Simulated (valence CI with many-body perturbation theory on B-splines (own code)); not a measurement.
Yb³¹⁺: what the settings do

Computed by configuration interaction combined with many-body perturbation theory (CI+MBPT): three valence electrons over a frozen Dirac-Fock core [Kr], radial functions for each j: 6 s, 6 p, 5 d, 5 f, 1 g, with the one-electron correlation potential Σ1, the two-electron term Σ2, the three-electron term Σ3, Breit, model QED; selected CI, second order for the rest, scaled by the run's own slope (own B-spline code, finite nucleus).

The last digits are not significant, and no measured levels were compared; by estimate large intervals hold to a few tenths of a per cent, small ones and those within an open d or f shell to about a per cent. Only levels of the ground parity were solved; by the run's estimate the other parity begins above the list, which can be wrong where configurations are misplaced.

The reference run has the lowest level (4d3/2^3) J=3/2 and an ionisation energy of 1225.08 eV. Its largest variational space holds 2452 state functions.

Levels are named by their leading jj configuration (3d3/2^4 stands for four electrons in 3d with j = 3/2), which in mixed levels can hold well under half, so a name can repeat and another be missing. Letters in brackets count levels of one name in rising energy.

Changed runs:
A. scale of Σ1 1 → 0; scale of Σ2 1 → 0; three-electron term on → off
B. cutoff of virtual states (hartree) 9800 → 64000
C. scale of Σ1 1 → 0.9
D. closed core [Kr] → [Kr] 4d1 (bad on purpose)

Excitation energies of the reference run in cm⁻¹, and shifts in cm⁻¹:

```
                    Level  Reference      A         B      C
(4d3/2^2 4d5/2) J=5/2 [a]      84336  -1050      +0.5    -60
    (4d3/2^2 4d5/2) J=3/2     103330   -319      +0.5    -57
    (4d3/2^2 4d5/2) J=7/2     111380   +669      +0.5    -64
    (4d3/2^2 4d5/2) J=9/2     115461  +1839      +0.5    -61
    (4d3/2^2 4d5/2) J=1/2     117118   +135      +0.5    -59
(4d3/2^2 4d5/2) J=5/2 [b]     171471  +1081      +0.6    -71
(4d3/2 4d5/2^2) J=7/2 [a]     196548   -813      +1.0   -117
    (4d3/2 4d5/2^2) J=9/2     207623   -245      +1.0   -122
(4d3/2 4d5/2^2) J=3/2 [a]     220817  -1277      +1.0   -119
    (4d3/2 4d5/2^2) J=1/2     228690  -1411      +1.0   -120
   (4d3/2 4d5/2^2) J=11/2     235789  +2346      +1.0   -123
(4d3/2 4d5/2^2) J=5/2 [a]     237740  +2357      +0.9   -113
   Ionisation energy (eV)    1225.08  -4.31  +0.00017  -0.27
```

Run D: It gave no result: the perturbation theory needs a core of closed shells. The program said: "the core must hold closed shells only".
